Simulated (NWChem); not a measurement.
System: C₂H₄BFO₂; SMILES FB1COCO1

```xyz
10

F     -0.0757     2.1293     0.0164
B     -0.0440     0.8109     0.0307
C     -1.2284    -0.2305    -0.0209
O     -0.5343    -1.4325     0.2933
C      0.8128    -1.2554    -0.0041
O      1.1178     0.1247     0.0821
H     -1.7109    -0.2806    -1.0192
H     -2.0288    -0.0699     0.7178
H      1.4213    -1.8170     0.7222
H      1.0599    -1.5945    -1.0315
```
Atoms are numbered in this order, from 1.

Results from NWChem. Pople sets run with spherical d functions. Geometry: optimised at PBE0/def2-SVP. Vzz is the largest principal value of the second derivative of the potential at the nucleus (NWChem prints the opposite sign); η is the asymmetry. Non-relativistic.

What does the run give for CAM-B3LYP/6-31G*? Quantities: Vzz B2 (a.u.); η B2; Vzz O4 (a.u.); η O4; Vzz O6 (a.u.); η O6.


```json
{
  "Vzz B2 (a.u.)": "0.320",
  "η B2": "0.47",
  "Vzz O4 (a.u.)": "-1.865",
  "η O4": "0.97",
  "Vzz O6 (a.u.)": "1.261",
  "η O6": "0.15"
}
```
